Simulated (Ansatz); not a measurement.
Reaction (substitution at a C–C bond): `C=C([SeH])CO` + H–F → `C=C(F)[SeH]` + CH₃OH

Computed with Ansatz on PBE0-D4/def2-TZVP structures; ΔE is electronic, products minus reactants. CBS: MP2 limit from def2 TZ/QZ plus the TZ coupled-cluster correction, frozen cores. This one scheme is used for every species. Functionals use def2-TZVPP. For Se outer-core shells are correlated without core-valence functions, which leaves a few kJ/mol of doubt a bond. Scalar relativity is left out up to krypton. One conformer a species, not always the lowest.

`C=C([SeH])CO`:

Z-matrix (Å, degrees):
```
C
O 1 1.406
C 1 1.494 2 110.1
H 1 1.101 2 111.2 3 120.4
H 1 1.099 2 111.7 3 -120.4
H 2 0.959 1 108.4 3 173.7
Se 3 1.910 1 115.1 2 179.3
C 3 1.325 1 124.4 2 -5.6
H 7 1.471 3 95.4 1 -45.2
H 8 1.083 3 121.8 1 179.3
H 8 1.083 3 119.7 1 -0.8
```

H–F:

Cartesian coordinates in Å:
```
F -0.030 0.155 -0.432
H 0.030 -0.155 0.432
```

`C=C(F)[SeH]`:

Z-matrix (Å, degrees):
```
C
C 1 1.321
H 1 1.083 2 120.3
H 1 1.080 2 120.2 3 -180.0
F 2 1.336 1 121.1 3 -3.0
Se 2 1.898 1 124.7 3 172.4
H 6 1.470 2 94.0 1 136.9
```

CH₃OH:

Cartesian coordinates in Å:
```
C 0.225 -0.064 0.268
O -0.262 -0.102 -1.053
H 1.172 -0.606 0.275
H -0.452 -0.555 0.978
H 0.415 0.959 0.615
H -1.098 0.368 -1.083
```

```
         level  ΔE (kJ/mol)
       ωB97X-V         46.1
       ωB97M-V         49.1
      PBE-QIDH         60.5
          PBE0         46.2
   HF/def2-SVP         36.9
 CCSD/def2-SVP         48.7
 HF/def2-TZVPP         39.4
CCSD/CBS(def2)         63.7
```

Question: What does CCSD(T)/CBS give? (Best estimate.)

Answer: The calculation gave: +65.6 kJ/mol. The listed levels differ from it by -19.5, -16.5, -5.1, -19.4, -28.7, -16.9, -26.2, -1.9 kJ/mol.

Question: What do rigid-rotor, harmonic-oscillator terms from PBE0-D4/def2-TZVP frequencies (298.15 K, 1 bar) make of the CCSD(T)/CBS value? (Estimate.)

Answer: Ansatz gave: ΔZPE = +3.2 kJ/mol, ΔH = +66.0 kJ/mol, ΔS = 22 J/(mol·K), ΔG = +59.4 kJ/mol.

Largest T1 diagnostic among the species: 0.011.

The D4 term adds +10.9 kJ/mol with B3LYP and +6.0 kJ/mol with PBE0; it sums over pairs of atoms, weighted by their polarisabilities, and B3LYP, whose exchange is more repulsive, gets the larger term. From r2SCAN to r2SCAN0 (25 % exact exchange), in def2-TZVPP and without D4, ΔE moves by +7.1 kJ/mol. Leaving LDA and LC-ωPBE aside and taking each functional with its dispersion term where it has one, the values, not all of them listed here, spread over 20.6 kJ/mol, from BLYP-D4 to PBE-QIDH. LDA lies +12.4 kJ/mol from PBE without D4.

B3LYP here is the variant with VWN-RPA as its local correlation; programs differ in this.
